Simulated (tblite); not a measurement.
C2H8GeSe.
Numbering: `[CH3:1][CH2:2][GeH2:3][SeH:4]` (hydrogens: H5, H6, H7 on C1; H8, H9 on C2; H10, H11 on Ge3; H12 on Se4)

Computed with GFN2-xTB (tblite), gas phase: L-BFGS steps from a force-field or distance-geometry start until the largest atomic force falls under 0.01 eV/Å.

Step 12: E = -366.6581 eV
```
atom  x, y, z in Å  |  force x, y, z in eV/Å
C1     -0.8936    1.0199   -0.8772   -0.030  -0.002  -0.006
C2     -0.8894   -0.2379   -0.0209    0.030  -0.023   0.047
Ge3     0.7264   -0.3074    1.1420    0.025  -0.004   0.028
Se4     2.6508   -0.4034   -0.1822    0.004   0.015   0.047
H5     -1.7792    1.0598   -1.5088   -0.009  -0.008   0.001
H6     -0.0153    1.0493   -1.5221   -0.004  -0.014   0.015
H7     -0.8802    1.9106   -0.2492   -0.010  -0.024  -0.006
H8     -1.7728   -0.2776    0.6167   -0.002   0.030  -0.046
H9     -0.9031   -1.1308   -0.6508   -0.030   0.046  -0.002
H10     0.8617    0.9262    2.0019    0.016   0.012  -0.012
H11     0.7268   -1.4932    2.0900   -0.019  -0.001  -0.014
H12     2.1689   -1.5720   -0.8655    0.028  -0.025  -0.051
```

Step 13: E = -366.6586 eV
```
atom  x, y, z in Å  |  force x, y, z in eV/Å
C1     -0.8943    1.0186   -0.8768   -0.036   0.032  -0.023
C2     -0.8890   -0.2385   -0.0200   -0.008  -0.013   0.019
Ge3     0.7259   -0.3080    1.1435    0.045  -0.003   0.020
Se4     2.6524   -0.4045   -0.1806   -0.006   0.023   0.058
H5     -1.7804    1.0598   -1.5095    0.019  -0.021   0.024
H6     -0.0158    1.0483   -1.5217   -0.007  -0.012   0.014
H7     -0.8815    1.9102   -0.2494   -0.006  -0.032  -0.010
H8     -1.7746   -0.2752    0.6150    0.008   0.015  -0.034
H9     -0.9052   -1.1294   -0.6529   -0.020   0.040   0.019
H10     0.8653    0.9270    2.0020    0.009   0.001  -0.017
H11     0.7269   -1.4941    2.0914   -0.021   0.003  -0.015
H12     2.1715   -1.5708   -0.8671    0.023  -0.033  -0.054
```

Problem. Estimate the geometry and energy of step 14. (The exact step hangs on the optimiser's Hessian estimate; all steps are aligned on step 13, rigid shifts and turns removed.)

Solution. E = -366.6591 eV, largest force 0.056 eV/Å
```
atom  x, y, z in Å  |  force x, y, z in eV/Å
C1     -0.8954    1.0177   -0.8767   -0.023   0.043  -0.025
C2     -0.8887   -0.2390   -0.0188   -0.034   0.009  -0.011
Ge3     0.7261   -0.3086    1.1453    0.044   0.000   0.004
Se4     2.6539   -0.4052   -0.1778   -0.013   0.013   0.052
H5     -1.7816    1.0595   -1.5100    0.029  -0.032   0.034
H6     -0.0166    1.0470   -1.5210   -0.006  -0.007   0.008
H7     -0.8830    1.9093   -0.2498   -0.005  -0.024  -0.007
H8     -1.7765   -0.2727    0.6128    0.010   0.000  -0.011
H9     -0.9078   -1.1275   -0.6546   -0.007   0.021   0.032
H10     0.8692    0.9277    2.0018    0.002  -0.005  -0.018
H11     0.7268   -1.4948    2.0926   -0.022   0.002  -0.012
H12     2.1747   -1.5700   -0.8697    0.024  -0.022  -0.046
```

The energy changes by -0.0005 eV. The first-order estimate −F·Δx gives -0.0007 eV and the mean of the old and new forces, exact on a quadratic surface, -0.0005 eV. The step makes an angle of 62° with the force vector and moves no atom by more than 0.004 Å.

What follows is the cost of the whole relaxation. On one thread, Arm Neoverse V1 (aarch64), shared host with 32 logical CPUs at a one-minute load of 22, this took 0.17 s of wall time.
